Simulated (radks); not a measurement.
Spherical quantum dot in the effective-mass picture: electrons in a hard-walled sphere of radius 12.9, with a point charge +1 (a donor) at the centre, all in effective atomic units (hartree* = m*/eps^2 hartree, bohr* = eps/m* bohr), one dielectric constant everywhere. Calculated with a radial shooting solver with Libxc functionals: non-relativistic Kohn-Sham, PBEsol, spin-polarised, spherical densities. Levels are named by radial order and angular momentum (1s, 1p, 1d, 2s, ...), and open shells are averaged over m.

N = 3, configuration 1s2 2s(up 1, down 0). This is the lowest configuration that the search found (a dilute case). Occupied levels:

level    occupation  eigenvalue (hartree*)  <r> (bohr*)
1s up             1                0.14908        2.678
1s down           1                0.17477        4.060
2s up             1                0.19683        7.791

Energy (hartree*): total -0.352566, kinetic 0.56163, external -1.4545, Hartree 1.0140, exchange-correlation -0.47373.
